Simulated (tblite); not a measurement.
Compound: C₆H₁₀ClFSi₂.
Atom-mapped SMILES: `[CH3:1][C:2]#[C:3][CH2:4][Si@H:5]([Cl:6])/[C:7]([F:8])=[CH:9]/[SiH3:10]` (hydrogens: H11, H12, H13 on C1; H14, H15 on C4; H16 on Si5; H17 on C9; H18, H19, H20 on Si10)

Structure optimised with GFN2-xTB, isolated species.

List the bond lengths, angles and torsions at this level.

```
                        bond  length (pm)   order
                       C1–C2        144.8  single
                       C2≡C3        119.8  triple
                       C3–C4        144.8  single
                      C4–Si5        191.3  single
                     Si5–Cl6        202.1  single
                      Si5–C7        190.0  single
                       C7–F8        136.8  single
                       C7=C9        132.7  double
                     C9–Si10        188.7  single
      C1–H11, C1–H12, C1–H13        109.0  single
                      C4–H14        109.5  single
                      C4–H15        109.3  single
                     Si5–H16        146.2  single
                      C9–H17        107.9  single
Si10–H18, Si10–H19, Si10–H20        146.4  single
```

Bonds in one row agree within 1 pm and their mean is given. Orders are formal, as drawn. A selection of angles:
```
     angle  degrees
  C1–C2–C3    179.3
  C2–C3–C4    179.2
 C3–C4–Si5    112.0
C4–Si5–Cl6    110.5
 C4–Si5–C7    107.8
Cl6–Si5–C7    107.5
 Si5–C7–F8    112.3
 Si5–C7–C9    129.8
  F8–C7–C9    117.8
C7–C9–Si10    124.0
```

Dihedral angles: C3–C4–Si5–Cl6 -71° (synclinal); C4–Si5–C7–F8 -58° (synclinal); Si5–C7–C9–Si10 180° (antiperiplanar).

The 3 C–Si bonds span 1.887 Å (C9–Si10, drawn single) to 1.913 Å (C4–Si5, drawn single), a spread of 0.026 Å. Si5 (chlorine-bound silicon) is tetrahedral (angles from 107.5° to 111.6°). The 4 C–C bonds span 1.198 Å (C2≡C3, drawn triple) to 1.448 Å (C1–C2, drawn single), a spread of 0.250 Å. Si10 (SiH3 silicon) is tetrahedral (angles from 107.5° to 110.7°). Of the pairs four or more bonds apart, Cl6···H17 is among the closest relative to their van der Waals radii: 2.92 Å, 99 % of the sum of Bondi's values.

Point group: C1 (no symmetry element, even within 0.4 Å). Its lowest GFN2-xTB frequency is 12 cm⁻¹, too small to tell a flat minimum from a shallow saddle. The numbers are those of one conformer.

On one thread of an Intel Xeon at 2.50 GHz, on a shared host, this took 4.9 s. This is the geometry optimisation.

The numbers are calculated, not measured.
